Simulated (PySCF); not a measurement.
## Tl: electron affinity

Tl⁻ [Xe] 4f14 5d10 6s2 6p2 (3P) → Tl [Xe] 4f14 5d10 6s2 6p1 (2P), as a difference of total energies. Computed with PySCF 2.14 in def2-QZVPPD with the def2 core potential (60 electrons) (8s6p5d4f1g, 88 functions), with a scalar-relativistic core potential. Correlated levels: valence: 5s2 5p6 5d10 frozen. The calculations carry no spin-orbit coupling.

Order these methods by the electron affinity they give, lowest first.
A. UHF
B. CCSD(T) (valence)
C. MP2 (valence)
D. CCSD (valence)

A (-0.055 eV), C (0.195 eV), D (0.228 eV), B (0.254 eV).

Spin-orbit coupling is strong in these open shells (close to jj coupling). The scalar numbers leave it out and a first-order estimate fails, so it can dominate the gap to the real levels.

Errors of the correlated levels include the incompleteness of this basis and the frozen core.

A negative affinity means that the anion lies above the atom at that level of theory.

For comparison: 0.320 eV (measured; photodetachment measurements, as compiled on the Wikipedia data page of electron affinities).
